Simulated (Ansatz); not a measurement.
Basis-set extrapolation for B₂FH₅Si, SMILES `B[SiH](B)F` (PBE0-D4/def2-TZVP geometry, frozen core, Ansatz 0.2.0). Multiplicity 1, RHF reference.

```
                      def2-TZVPP   def2-QZVPP
                 HF  -440.718006  -440.734418
    MP2 correlation    -0.564139    -0.610656
CCSD(T) correlation    -0.631948      not run
```

Energies in hartree. Use E(X) = E(∞) + A·exp(−7.88·√X) for Hartree–Fock and E(X) = E(∞) + B·X^(−2.97) for correlation, with X = 3 and 4, and add CCSD(T) minus MP2 of the smaller set to the MP2 limit.

Problem. What is the CCSD(T) energy at the basis-set limit?

Solution. HF limit: -440.734418 + (-0.016412) × 0.13774 = -440.73668. MP2 limit: -0.610656 + (-0.046517) × 0.74074 = -0.64511. Higher-order term: -0.631948 − (-0.564139) = -0.06781. Total: -441.44960 hartree, 261.6 kJ/mol below CCSD(T)/def2-TZVPP.
